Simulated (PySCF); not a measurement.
Sn(OH)(NH2)3 (H₇N₃OSn), SMILES [OH][Sn]([NH2])([NH2])[NH2].

Geometry: PBE0-D3(BJ)/def2-SVP. The structure was generated by enumeration; whether it is a known compound was not checked. The def2 effective core potentials stand for the cores of Sn; spin–orbit coupling is left out. Other conformers were not sampled.

The numbers are results of PBE/def2-TZVP run with PySCF, not measurements.

| Item | Result |
|---|---|
| total energy | -457.86482 hartree |
| highest occupied level | -5.96 eV |
| lowest empty level | -1.59 eV |
| orbital gap | 4.36 eV |
| dipole moment | 1.18 D |
| quadrupole, principal values (traceless, Buckingham form, about the centre of nuclear charge) | -6.11, 1.29, 4.81 D·Å |
| mean static polarisability | 67.6 bohr³ (10.02 Å³) |
| polarisability, principal values | 63.2, 69.0, 70.7 bohr³ |
